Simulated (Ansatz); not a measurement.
`O[SiH2][Si](O)(Cl)Cl`. The species carries charge 0 and has multiplicity 1. Geometry: relaxed with PBE0-D4/def2-TZVP. It is one conformer, not always the lowest.

```xyz
10

O    -2.135   -0.642    0.464
Si   -0.558   -0.983    0.797
Si    0.848    0.634   -0.147
O     0.408    0.789   -1.711
Cl    0.703    2.459    0.788
Cl    2.819    0.067   -0.007
H    -2.371   -0.497   -0.454
H    -0.419   -0.973    2.271
H    -0.135   -2.305    0.258
H     0.840    1.450   -2.259
```

Q: What is the dipole moment at ωB97M-V/def2-TZVPP? (Estimate.)

A: Ansatz gave: 2.01 D, with components (-0.39, 0.04, -1.97) D in this frame, pointing from negative to positive charge.

Q: And with PBE, r2SCAN, B3LYP? (Best estimate.)

A: Computed: PBE 2.00 D, r2SCAN 2.05 D, B3LYP 1.99 D.

Q: Give the Mulliken charges with ωB97M-V, r2SCAN, B3LYP in def2-TZVPP. (Best estimate.)

A: Computed: 
| atom | ωB97M-V | r2SCAN | B3LYP |
| --- | --- | --- | --- |
| O1 | -0.37 | -0.41 | -0.39 |
| Si2 | 0.32 | 0.42 | 0.40 |
| Si3 | 0.50 | 0.61 | 0.59 |
| O4 | -0.37 | -0.41 | -0.38 |
| Cl5 | -0.20 | -0.24 | -0.23 |
| Cl6 | -0.20 | -0.24 | -0.23 |
| H7 | 0.18 | 0.21 | 0.19 |
| H8 | -0.01 | -0.06 | -0.06 |
| H9 | -0.04 | -0.09 | -0.08 |
| H10 | 0.19 | 0.21 | 0.19 |

B3LYP here is the variant with VWN-RPA as its local correlation; programs differ in this.
